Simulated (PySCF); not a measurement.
This PySCF input asks for the NMR shieldings of `C1([SiH2]O[SiH2]O[SiH3])CCC1`, C$_{4}$H$_{14}$O$_{2}$Si$_{3}$; the geometry comes from GFN2-xTB.

```python
import basis_set_exchange as bse
import numpy as np
from pyscf import gto, dft
from pyscf.prop import nmr

atoms = """
Si    4.391136    0.245795    0.373988
O     3.469392   -1.059805    0.634693
Si    2.131594   -1.955459    0.505202
O     0.847757   -1.031525    0.173341
Si    0.171761    0.433530    0.011952
C    -1.585349    0.145727   -0.632279
C    -2.607055   -0.501727    0.329289
C    -3.579833    0.655173    0.065975
C    -2.488162    1.391680   -0.721388
H     5.489753    0.087510    1.324416
H     4.852200    0.196375   -1.013828
H     3.603147    1.452136    0.626569
H     1.925909   -2.549579    1.816772
H     2.286343   -2.849946   -0.632170
H     0.148151    1.068766    1.333261
H     0.961052    1.227575   -0.934849
H    -1.569584   -0.386621   -1.585538
H    -2.961126   -1.488649    0.036781
H    -2.264822   -0.549811    1.361307
H    -3.945723    1.171452    0.951645
H    -4.433337    0.368299   -0.546149
H    -2.762826    1.700971   -1.728248
H    -2.085131    2.255117   -0.194786
"""
names = dict.fromkeys(["Si", "O", "C", "H"], "pcSseg-1")
basis = {el: gto.basis.parse(bse.get_basis(n, elements=[el], fmt="nwchem")) for el, n in names.items()}
mol = gto.M(atom=atoms, basis=basis, charge=0, verbose=0)
mf = dft.RKS(mol, xc="PBE0")
mf.grids.level = 2
mf.grids.alignment = dft.numint.BLKSIZE   # the property module wants whole blocks of grid points
mf.conv_tol = 1e-9
mf.kernel()

calc = nmr.RKS(mf)   # GIAO
C = mf.mo_coeff
Co = C[:, mf.mo_occ > 0]
resp = mf.gen_response(singlet=True, hermi=2)
def vind(x):   # induced exchange potential for any number of trial vectors
    d = np.einsum("pi,xij,qj->xpq", C, 2 * x.reshape(-1, C.shape[1], Co.shape[1]), Co, optimize=True)
    return np.einsum("xpq,pi,qj->xij", resp(d - d.transpose(0, 2, 1)), C, Co, optimize=True).ravel()
mo1, _ = nmr.rhf.solve_mo1(calc, with_cphf=vind)
sigma = calc.kernel(mo1)
for i, s in enumerate(sigma):   # ppm
    print("%2d %-2s %9.2f" % (i, mol.atom_pure_symbol(i), np.trace(s) / 3))
```

Problem. What does it print?

Solution. 
```
 0 Si    392.90
 1 O     293.29
 2 Si    395.47
 3 O     275.52
 4 Si    371.72
 5 C     166.74
 6 C     162.69
 7 C     165.66
 8 C     168.52
 9 H      26.51
10 H      26.48
11 H      26.41
12 H      26.81
13 H      26.82
14 H      26.66
15 H      26.54
16 H      29.30
17 H      29.33
18 H      29.46
19 H      29.61
20 H      29.35
21 H      29.72
22 H      29.96
```

These numbers come from an equivalent density-fitted implementation of the same equations, which agrees with the script to about 0.01 ppm for H and up to a few tenths of a ppm for heavy atoms, so last digits may differ.

Size and cost of the density-fitted run: 244 basis functions, 3.6 min wall time (2.9 min CPU) on 1 thread of an AMD EPYC, shared host; peak memory 1.1 GiB.
